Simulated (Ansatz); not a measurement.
Reaction (substitution at a C–Cl bond): `[AlH2][CH2]Cl` + `OCS` → `[AlH2][CH2]OCS` + HCl

Calculated with Ansatz (gas phase, PBE0-D4/def2-TZVP geometries, no zero-point term in ΔE). CCSD(T)/CBS is the MP2 limit (def2-TZVPP, def2-QZVPP) plus CCSD(T) − MP2 in def2-TZVPP, frozen cores. This one scheme is used for every species. Functionals use def2-TZVPP. B3LYP here is the variant with VWN-RPA as its local correlation; programs differ in this. One conformer a species, not always the lowest.

Task: Is it downhill or uphill in electronic energy at CCSD(T)/CBS, and by how much? (An estimate is asked.)

Result: Ansatz gave: Uphill: ΔE = +2.7 kcal/mol.

Task: What do these levels give: PBE-D4, r2SCAN-D4, PBE0-D4, ωB97M-V, PBE, B3LYP, HF/def2-TZVPP, SCS-MP2/def2-TZVPP, CCSD(T)/def2-TZVPP, MP2/def2-QZVPP, SCS-MP2/def2-QZVPP, CCSD/CBS(def2)? (Estimate.)

Result: Computed: PBE-D4 1.6, r2SCAN-D4 1.6, PBE0-D4 2.3, ωB97M-V 2.3, PBE 2.4, B3LYP 2.7, HF/def2-TZVPP 4.0, SCS-MP2/def2-TZVPP 2.3, CCSD(T)/def2-TZVPP 1.4, MP2/def2-QZVPP 2.9, SCS-MP2/def2-QZVPP 3.1, CCSD/CBS(def2) 3.2 kcal/mol.

Largest T1 diagnostic among the species: 0.012.

In def2-TZVPP, CCSD(T) changes the Hartree–Fock value by −2.6 kcal/mol (the triples alone add −0.4 kcal/mol) and MP2 by −1.9 kcal/mol. The D4 term adds −1.3 kcal/mol with B3LYP and −0.8 kcal/mol with PBE0; it sums over pairs of atoms, weighted by their polarisabilities, and B3LYP, whose exchange is more repulsive, gets the larger term.
